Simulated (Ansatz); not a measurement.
FH₃OSeSi, SMILES F[Se]O[SiH3].

Geometry: PBE-D3(BJ)/def2-SVP. A frequency run showed that this geometry is not a minimum. The values are those of a single conformer.

Two levels are set side by side: PBE/def2-SVPD (Ansatz, an electronic-structure program) and CAM-B3LYP/def2-SVPD (Ansatz). Energy differences of separate SCF runs at the same geometry; the states with an electron removed or added have multiplicity 2 and 2. Differences are taken from unrounded values.

| quantity | CAM-B3LYP |
|---|---|
| vertical ionisation energy (eV) | 9.49 |
| vertical singlet–triplet gap (eV) | 2.35 |

Q: What does PBE give, and how far is it from CAM-B3LYP? (Estimate from the structure and the level; the computed values follow.)

A: 
```json
[
 {"quantity": "vertical ionisation energy (eV)", "PBE": "9.05", "PBE minus CAM-B3LYP": "-0.45"},
 {"quantity": "vertical singlet–triplet gap (eV)", "PBE": "2.18", "PBE minus CAM-B3LYP": "-0.16"}
]
```
